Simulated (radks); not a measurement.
Q: The indium ion In2+, configuration [Ar] 3d10 4s2 4p4 4d10 5s1 6s2 (not the ground configuration). All-electron calculation, scalar-relativistic Kohn-Sham, r2SCAN, spin-polarised, spherical densities, finite nucleus; open shells are filled with parallel spins first (spin-orbit coupling, left out, can overturn this in heavy ions); meta-GGA in the generalised Kohn-Sham scheme; Fermi nuclear charge, rms radius 4.6156 fm. Program: a radial shooting solver on a logarithmic mesh with Libxc functionals. Some entries of the table are withheld. Estimate them.

orbital,occ.,eigenvalue (eV),r(max) (bohr)
1s up,1,-27857.41,0.01922
1s down,1,-27856.49,0.01922
2s up,1,-4227.107,0.1085
2s down,1,-4226.842,0.1085
2p up,3,-3796.450,0.08692
2p down,3,-3795.761,0.08694
3s up,1,-846.8107,0.3149
3s down,1,-846.2883,0.3151
3p up,3,-704.6796,0.3084
3p down,3,-703.9848,0.3086
3d up,5,-484.3949,0.2586
3d down,5,-483.6046,0.2587
4s up,1,-168.0527,0.7661
4s down,1,-164.1859,0.7675
4p up,3,-124.6097,(1)
4p down,1,-121.0480,(2)
4d up,5,(3),0.8998
4d down,5,(4),0.9054
5s up,1,-35.6654,1.854
5s down,0,-33.1634,1.857
6s up,1,-12.9234,4.259
6s down,1,-12.8569,4.316

A: 
(1) 4p up r(max) (bohr): 0.8083
(2) 4p down r(max) (bohr): 0.8107
(3) 4d up eigenvalue (eV): -60.5508
(4) 4d down eigenvalue (eV): -57.5894
